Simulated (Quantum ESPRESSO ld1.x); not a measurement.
Problem. The mean radii <r> (bohr) of the occupied orbitals of an atom or ion are listed with their occupations. Method: scalar-relativistic Kohn-Sham, revPBE, spin-unpolarised, spherical densities, point nucleus; computed with ld1.x of Quantum ESPRESSO 7.5.

| orbital | occ. | <r> |
|---|---|---|
| 1s | 2 | 0.02037 |
| 2s | 2 | 0.08646 |
| 2p | 6 | 0.07672 |
| 3s | 2 | 0.2252 |
| 3p | 6 | 0.2244 |
| 3d | 10 | 0.2037 |
| 4s | 2 | 0.5024 |
| 4p | 6 | 0.5298 |
| 4d | 10 | 0.5624 |
| 5s | 2 | 1.052 |
| 4f | 7 | 0.6142 |

Name the element and its charge.

Solution. Z = 68, erbium, charge +13: Er13+ in [Kr] 4d10 4f7 5s2. The 1s radius gives Z: for a bare nucleus <r> = (2 gamma + 1)/(2Z) with gamma = sqrt(1 - (Z/c)^2), 0.02012 bohr for Z = 68, and screening makes it slightly larger (0.02037 here). The occupations add up to 55, and the charge is Z minus that.
